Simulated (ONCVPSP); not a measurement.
Before and after: ONCV potential for Al (Z = 13)

```json
{"Element": "aluminium", "Generator": "ONCVPSP 4.0.1", "Type": "optimised norm-conserving Vanderbilt (ONCV)", "Functional": "PBEsol", "Relativity": "scalar-relativistic", "Frozen core": "[Ne]", "Valence charge": "3", "Reference configuration": "3s2 3p0.5 (charge +0.5)", "Partial waves": "3s: rc 1.80 bohr, ncon 4, nbas 7, qcut 2.8 1/bohr, 1 projector; 3p: rc 2.70 bohr, ncon 4, nbas 7, qcut 3 1/bohr, 1 projector", "Local potential": "polynomial inside 1.55 bohr (lpopt 5, dvloc0 -1 Ha)", "Core correction": "polynomial model core, fcfact 0.5"}
```

Change: p: rc 1.9.

Cutoffs: the cutoffs (Ha) at which the residual kinetic energy of the hardest occupied pseudo-wave falls to 1 and 0.1 mHa per electron; they do not see the model core or the augmentation charge, which bear on the density cutoff. Errors are all-electron minus pseudo energies relative to the spin-unpolarised reference configuration.

Q: What does the change do?

A: The potential gets neither clearly harder nor softer (10 Ha and 29 Ha → 10 Ha and 29 Ha); of the 4 tests that both files solve, the error grows in 1 and shrinks in 0 by more than 15 % and 0.3 meV (median size 1.1 → 4.4 meV); neither file shows a bound ghost.

```tsv
quantity	base	changed
cutoff, loose	10 Ha	10 Ha
cutoff, tight	29 Ha	29 Ha
loose cutoff by channel	s 10 Ha, p 2.1 Ha	s 10 Ha, p 2.2 Ha
bound ghosts	none	none
GHOST(+) flags under 300 eV	s at 13.5 eV	s at 13.5 eV
error for 3s2 3p1, meV [ΔE -2.07 eV]	+0.7	+0.7
error for 3s2 3p0, meV [ΔE 3.66 eV]	+1.1	+1.4
error for 3s1 3p0, meV [ΔE 22.83 eV]	+27	+30
error for 3s0 3p3, meV [ΔE 8.33 eV]	-1.0	-7.4
s: phases at 1.83 bohr within 0.05 rad from the reference energy up to (Ha; the scan ends near 5)	0.1	0.1
rms error of d²Exc/dni dnj with the model core, mHa	0.27	0.30
```
